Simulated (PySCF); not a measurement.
5,5-difluorocyclopenta-1,3-diene (C5H4F2), SMILES FC1(F)C=CC=C1. Coordinates come from a PBE-D3(BJ)/def2-SVP optimisation. Other conformers were not sampled.

The numbers are results of PBE-D3(BJ)/def2-SVP run with PySCF, not measurements.

Harmonic wavenumbers (cm⁻¹): 160, 242, 419, 446, 532, 547, 659, 701, 738, 744, 835, 930, 936, 955, 1025, 1048, 1085, 1159, 1204, 1269, 1333, 1586, 1639, 3145, 3155, 3184, 3186. Rotational constants (GHz): 4.681, 2.479, 2.299; symmetry number 2.

**Question.** Work out the zero-point energy and the ideal-gas rigid-rotor harmonic-oscillator thermochemistry at 298.15 K and 1 atm.

**Answer.** ZPE = ½ Σ hcν = ½ × 32863 cm⁻¹ = 196.56 kJ/mol. H − E(el) = 214.03 kJ/mol. Entropy in J/(mol K): translation 166.44, rotation 106.75, vibration 38.86, total 312.04. G − E(el) = 120.99 kJ/mol. Cp = 99.26 J/(mol K).
